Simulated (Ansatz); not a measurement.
Computed with Ansatz.

A structure relaxed at PBE0-D4/def2-TZVP, charge 0, multiplicity 1:

```
atom   x (Å)   y (Å)   z (Å)
  C1  -1.086  -0.094  -0.753
  C2   0.380   0.302  -0.645
 In3   1.216  -0.112   1.285
  F4  -0.288  -0.404   2.531
  H5  -1.691   0.370   0.027
  H6  -1.501   0.202  -1.721
  H7  -1.223  -1.174  -0.656
  H8   0.993  -0.200  -1.397
  H9   0.513   1.375  -0.810
 H10   2.687  -0.265   2.139
```

(1) Give its formula and SMILES.

(2) Summarise the bond lengths by kind.

## Answers

(1) C2H6FIn, `C[CH2][InH][F]`.

(2) 1 × C–C 1.522 Å; 5 × C–H 1.091 to 1.095 Å; 1 × C–In 2.144 Å; 1 × F–In 1.975 Å; 1 × H–In 1.708 Å.
